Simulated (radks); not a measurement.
Effect of the nuclear size on neutral lead, [Hg] 6p2. All-electron calculation, Dirac Kohn-Sham, relativistic LDA (MacDonald-Vosko exchange, VWN5 correlation), spin-unpolarised, spherical densities, finite nucleus; open shells fill j = l - 1/2 first; Fermi nuclear charge, rms radius 5.5012 fm. Program: a radial shooting solver on a logarithmic mesh with Libxc functionals. The rms radius is varied about that value; shifts are against it.

rms radius (fm),total energy shift (eV),density at nucleus (e/bohr^3),1s1/2 shift (meV),2s1/2 shift (meV),5s1/2 shift (meV),5p1/2 shift (meV),6s1/2 shift (meV),6p1/2 shift (meV),7s1/2 (empty) shift (meV)
4.676,-36.1,2.89e+06,-14300,-2170,-26.4,0.508,-2.57,0.354,-0.194
5.1546,-15.6,2.77e+06,-6170,-938,-11.4,0.218,-1.11,0.153,-0.084
5.5012,0,2.693e+06,0.000,0.000,0.000,0.000,0.000,0.000,0.000
5.7818,13.0,2.635e+06,5160,784,9.50,-0.182,0.925,-0.128,0.070
6.3594,41.0,2.528e+06,16200,2470,29.9,-0.569,2.91,-0.402,0.220

Slopes of the eigenvalues against <r^2> in GHz/fm^2, as finite differences over the two radii next to the reference (eigenvalue slopes, not the field-shift constants of lines): 1s1/2 399000, 2s1/2 60700, 5s1/2 736, 5p1/2 -14.1, 6s1/2 71.6, 6p1/2 -9.89, 7s1/2 (empty) 5.41.
